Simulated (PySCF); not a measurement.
BrH₃SeSi, SMILES Br[Se][SiH3]. Geometry optimised at PBE-D3(BJ)/def2-SVP. This is a generated structure with no PubChem entry under its InChIKey; it may be hypothetical.

Problem. Give the equilibrium geometry at PBE-D3(BJ)/def2-SVP (PySCF confirms it by a frequency run) as Cartesian coordinates in Å, and its point group. (An estimate is asked for; the answer gives what the named calculation found.)

Solution. point group Cs.
```xyz
6

Se     0.8771    -0.5500     0.0000
Br    -0.3374     1.4819     0.0000
Si    -0.9960    -1.8964     0.0000
H     -0.4240    -3.2887     0.0000
H     -1.8220    -1.6640    -1.2313
H     -1.8220    -1.6640     1.2313
```
